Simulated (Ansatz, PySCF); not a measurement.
Gas-phase reaction 2 R1 → P1 + P2, each structure at its B3LYP-D3(BJ)/def2-TZVP stationary point, reached from a drawn start (curvature not checked).
P1: BBr3 (SMILES BrB(Br)Br), charge 0, multiplicity 1.
R1, BBr2 (SMILES Br[B]Br) (charge 0, multiplicity 2):
```
atom    x (Å)    y (Å)   z (Å)
----  -------  -------  ------
B     -0.2789  -0.4931  0.0000
Br     1.6079  -0.5842  0.0000
Br    -1.3289   1.0773  0.0000
```
P2, BBr (SMILES [B]Br) (charge 0, multiplicity 1):
```
atom    x (Å)   y (Å)   z (Å)
----  -------  ------  ------
B     -0.9504  0.0000  0.0000
Br     0.9504  0.0000  0.0000
```

P less R. No zero-point or thermal terms; singlets are restricted closed shells; open shells are unrestricted; no spin–orbit coupling.

Frozen-core correlation throughout. In cc and def2 sets filled d and f shells under p-block atoms count as core. CBS: X⁻³ extrapolation of the correlation energy, Hartree–Fock from the larger set.

Programs: Ansatz (Gaussian orbitals); PySCF for the D3/D4 terms. All values are computed, each at the level named.

| level | reaction energy (eV) |
|---|---|
| HF/cc-pVDZ | -0.679 |
| HF/cc-pVTZ | -0.629 |
| PBE/def2-TZVPP | -1.106 |
| r2SCAN-D4/def2-TZVPP | -0.894 |
| B3LYP/def2-TZVPP | -1.189 |
| CAM-B3LYP-D3(BJ)/def2-TZVPP | -1.223 |
| B2PLYP-D4/def2-TZVPP | … |
| MP2/cc-pVDZ | … |
| CCSD(T)/CBS(cc-pVTZ, cc-pVQZ) | … |

Complete the blanks.


- B2PLYP-D4/def2-TZVPP, reaction energy (eV): -1.307
- MP2/cc-pVDZ, reaction energy (eV): -1.378
- CCSD(T)/CBS(cc-pVTZ, cc-pVQZ), reaction energy (eV): -1.546

Ansatz is a first-principles code.
